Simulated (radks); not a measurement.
Values are calculated unless marked as measured or tabulated.
Pt, configuration [Xe] 4f14 5d9 7s1 (not the ground configuration).

Level of theory: Dirac Kohn-Sham, LDA (Slater exchange, VWN5 correlation), spin-unpolarised, spherical densities, point nucleus; open shells are shared between the two j in proportion to 2j + 1 (a radial shooting solver on a logarithmic mesh with Libxc functionals).

Energy parts (eV):
part                       energy
total                  -501674.81
kinetic                 574042.03
electron-nucleus      -1261519.72
Hartree                 195236.44
exchange-correlation     -9433.56

Orbitals (lengths in bohr, moments of r in powers of bohr; <r^-3> diverges for s and p1/2; r(max) is where P^2 peaks):
1s1/2: occ. 2; eigenvalue (eV) -78255.87; r(max) 0.01062; <r^2> 0.0004064
2s1/2: occ. 2; eigenvalue (eV) -13741.90; r(max) 0.06146; <r^2> 0.006149
2p1/2: occ. 2; eigenvalue (eV) -13173.59; r(max) 0.04533; <r^2> 0.004359
2p3/2: occ. 4; eigenvalue (eV) -11446.21; r(max) 0.05260; <r^2> 0.005549; <r^-3> 19600
3s1/2: occ. 2; eigenvalue (eV) -3230.683; r(max) 0.1730; <r^2> 0.04000
3p1/2: occ. 2; eigenvalue (eV) -2975.325; r(max) 0.1615; <r^2> 0.03650
3p3/2: occ. 4; eigenvalue (eV) -2595.695; r(max) 0.1763; <r^2> 0.04297; <r^-3> 4530
3d3/2: occ. 4; eigenvalue (eV) -2169.529; r(max) 0.1374; <r^2> 0.03301; <r^-3> 790.2
3d5/2: occ. 6; eigenvalue (eV) -2087.651; r(max) 0.1414; <r^2> 0.03477; <r^-3> 658.9
4s1/2: occ. 2; eigenvalue (eV) -697.1137; r(max) 0.3904; <r^2> 0.1948
4p1/2: occ. 2; eigenvalue (eV) -588.8567; r(max) 0.3888; <r^2> 0.1991
4p3/2: occ. 4; eigenvalue (eV) -498.1947; r(max) 0.4196; <r^2> 0.2326; <r^-3> 1083
4d3/2: occ. 4; eigenvalue (eV) -320.6756; r(max) 0.4130; <r^2> 0.2470; <r^-3> 168.7
4d5/2: occ. 6; eigenvalue (eV) -303.8176; r(max) 0.4226; <r^2> 0.2591; <r^-3> 137.5
4f5/2: occ. 6; eigenvalue (eV) -76.7886; r(max) 0.3821; <r^2> 0.3203; <r^-3> 27.97
4f7/2: occ. 8; eigenvalue (eV) -73.3311; r(max) 0.3867; <r^2> 0.3298; <r^-3> 26.59
5s1/2: occ. 2; eigenvalue (eV) -106.5497; r(max) 0.8691; <r^2> 1.019
5p1/2: occ. 2; eigenvalue (eV) -71.9120; r(max) 0.9206; <r^2> 1.210
5p3/2: occ. 4; eigenvalue (eV) -56.8302; r(max) 1.002; <r^2> 1.462; <r^-3> 176.4
5d3/2: occ. 3.6; eigenvalue (eV) -11.7605; r(max) 1.239; <r^2> 3.096; <r^-3> 14.38
5d5/2: occ. 5.4; eigenvalue (eV) -10.3822; r(max) 1.282; <r^2> 3.401; <r^-3> 11.13
7s1/2: occ. 1; eigenvalue (eV) -1.5301; r(max) 7.405; <r^2> 75.95

The highest occupied level is 7s1/2 at -1.530 eV. The density falls to 0.001 e/bohr^3 at r = 3.89 bohr. Summed over all electrons, <r^2> = 125.3 bohr^2, which gives a Langevin (diamagnetic) susceptibility term of -99.2 x 10^-6 cm^3/mol.
